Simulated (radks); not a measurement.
Values are calculated unless marked as measured or tabulated.
Problem. Ionisation of V21+, [He], to V22+, 1s1, under several functionals. Dirac Kohn-Sham, spin-unpolarised, spherical densities, finite nucleus; a radial shooting solver on a logarithmic mesh with Libxc functionals. Known Delta-SCF values: XLYP 6890.1 eV. What does RPBE give, and what is its highest occupied eigenvalue?

Solution. 6888.9 eV by Delta-SCF; the 1s1/2 eigenvalue is -6715.2 eV. NIST: 6851.3 eV (theoretical).

Beside tabulated values, note that spin-unpolarised runs miss the spin-polarisation part of the exchange energy of open shells.
